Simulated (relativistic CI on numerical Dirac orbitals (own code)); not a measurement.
# Level scheme of Ca XVIII

Computed by Dirac-Coulomb-Breit CI, separate exchange-only KLI orbitals for each configuration, a model potential for QED, unscaled Slater integrals (own radial code, finite nucleus).

Configuration list (outside the closed core 1s2): 2s, 2p, 3s, 3p, 3d, 4s, 4p, 4d, 4f, 5s, 5p, 5d, 5f, 5g, 6s, 6p, 6d. Levels of other configurations are missing.

The lowest level is 2s 2S_1/2, with 100 % of that term; Hund's rules for 2s give 2S with J = 1/2, in agreement.

```tsv
No.	Configuration	Term	J	E (10³ cm⁻¹)	%	Next component (%)	Landé g
1	2s	2S	1/2	0.0	100		1.999
2	2p	2P°	1/2	291.2	100		0.663
3	2p	2P°	3/2	331.9	100		1.332
4	3s	2S	1/2	5256.2	100		2.001
5	3p	2P°	1/2	5336.9	100		0.665
6	3p	2P°	3/2	5348.9	100		1.333
7	3d	2D	3/2	5378.8	100		0.799
8	3d	2D	5/2	5382.6	100		1.199
9	4s	2S	1/2	7059.7	100		2.002
10	4p	2P°	1/2	7092.9	100		0.665
11	4p	2P°	3/2	7097.9	100		1.334
12	4d	2D	3/2	7110.4	100		0.799
13	4d	2D	5/2	7112.0	100		1.200
14	4f	2F°	5/2	7112.6	100		0.856
15	4f	2F°	7/2	7113.4	100		1.143
16	5s	2S	1/2	7886.2	100		2.002
17	5p	2P°	1/2	7903.0	100		0.665
18	5p	2P°	3/2	7905.6	100		1.334
19	5d	2D	3/2	7911.9	100		0.799
20	5d	2D	5/2	7912.7	100		1.200
21	5f	2F°	5/2	7913.0	100		0.856
22	5f	2F°	7/2	7913.5	100		1.143
23	5g	2G	7/2	7913.5	100		0.888
24	5g	2G	9/2	7913.7	100		1.111
25	6s	2S	1/2	8332.5	100		2.002
26	6p	2P°	1/2	8342.1	100		0.666
27	6p	2P°	3/2	8343.6	100		1.334
28	6d	2D	3/2	8347.2	100		0.799
29	6d	2D	5/2	8347.7	100		1.200
```

Energies count from the lowest computed level; ° marks odd parity.

The mean weight of the leading LS term, summed over parents, in these 29 levels is 100 %, and that of the leading jj configuration (from the same eigenvectors) 100 %.

At this charge energies of transitions that change n are usually good to better than 1 %, and those within a shell (Δn = 0) to a few per cent.
